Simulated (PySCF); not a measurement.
Si(H)2(NCO)(OMe) (C₂H₅NO₂Si), SMILES CO[SiH2]N=C=O. Heavy atoms are numbered as in [SiH2:1]([N:2]=[C:3]=[O:4])[O:5][CH3:6]. Hydrogens are named by the atom that carries them.

Geometry optimised at B3LYP-D3(BJ)/def2-SVP. Other conformers were not sampled.

Level of theory: PBE/pcSseg-1 run with PySCF.

GIAO shieldings, no solvent; atoms alike by connectivity are averaged. δ = σ(ref) − σ: ²⁹Si against TMS (σ = 335.4 ppm); ¹⁵N against NH3 (σ = 267.0 ppm); ¹³C against TMS (σ = 182.0 ppm); ¹⁷O against H2O (σ = 334.3 ppm); ¹H against TMS (σ = 31.49 ppm), references at their B3LYP-D3(BJ)/def2-TZVP geometries, non-relativistic.

Computed chemical shifts:
```tsv
nucleus	atoms	count	δ (ppm)
²⁹Si	Si1 (SiH2)	1	-48.8
¹⁵N	N2	1	51.9
¹³C	C3	1	123.7
¹³C	C6 (CH3)	1	55.5
¹⁷O	O4	1	151.1
¹⁷O	O5	1	29.1
¹H	H on Si1	2	5.37
¹H	H on C6	3	4.06
```
